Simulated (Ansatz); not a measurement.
Isomers of C3H5N, B3LYP-D3(BJ)/def2-TZVP minima from an xTB search, which can miss the lowest.
Isomer 1, SMILES CCC#N (charge 0, multiplicity 1, Z-matrix in Å and degrees):
```
C
H 1 1.0925
H 1 1.0925 2 106.81
C 1 1.4594 2 108.09 3 116.10
N 4 1.1499 2 150.56 1 -178.16
C 1 1.5338 2 110.59 3 -120.39
H 6 1.0896 1 110.87 2 -60.84
H 6 1.0896 7 108.22 1 121.78
H 6 1.0899 7 108.52 8 117.58
```
Isomer 2, SMILES [C-]#[N+]CC (charge 0, multiplicity 1):
```xyz
9

C      2.311     1.085     0.416
N      1.436     0.347     0.199
C      0.341    -0.527    -0.064
C     -0.989     0.217    -0.054
H      0.514    -1.000    -1.033
H      0.351    -1.315     0.692
H     -1.801    -0.482    -0.258
H     -1.163     0.680     0.917
H     -1.000     0.996    -0.815
```

Correlated levels freeze the cores. MP2 and its Hartree–Fock in cc-pVQZ are density fitted.

Codes used: Ansatz (Gaussian basis) for Hartree–Fock, density functionals and correlated methods. 

The energy of isomer 2 above isomer 1 is E(isomer 2) − E(isomer 1). Total energies (hartree):

| level | isomer 2 | isomer 1 |
|---|---|---|
| HF/cc-pVTZ | -170.9934926 | -171.0219391 |
| MP2/cc-pVTZ | -171.6701885 | -171.7095761 |
| HF/cc-pVQZ | -171.0048298 | -171.0331797 |
| MP2/cc-pVQZ | -171.7247453 | -171.7640815 |
| CCSD(T)/cc-pVTZ | -171.7312026 | -171.7665586 |

Problem. Work out the energy of isomer 2 above isomer 1 at the basis-set limit: extrapolate the MP2 correlation part as X⁻³, take Hartree–Fock from the larger set, and add the CCSD(T) − MP2 difference of cc-pVTZ.

Solution. 
1. Differences (1 hartree = 627.509 kcal/mol): HF/cc-pVTZ 17.850; MP2/cc-pVTZ 24.716; HF/cc-pVQZ 17.790; MP2/cc-pVQZ 24.684; CCSD(T)/cc-pVTZ 22.186.
2. Correlation parts, MP2 less HF: 6.866 in cc-pVTZ (X = 3), 6.894 in cc-pVQZ (X = 4).
3. Limit (4³·(6.894) − 3³·(6.866))/(4³ − 3³) = 6.915; with HF/cc-pVQZ it gives 24.704.
4. CCSD(T) less MP2 in cc-pVTZ: -2.530.
Result: 22.17 kcal/mol, against 24.72 at MP2/cc-pVTZ. It is an estimate of this method's limit, not of the exact value.

Ansatz is a first-principles code.
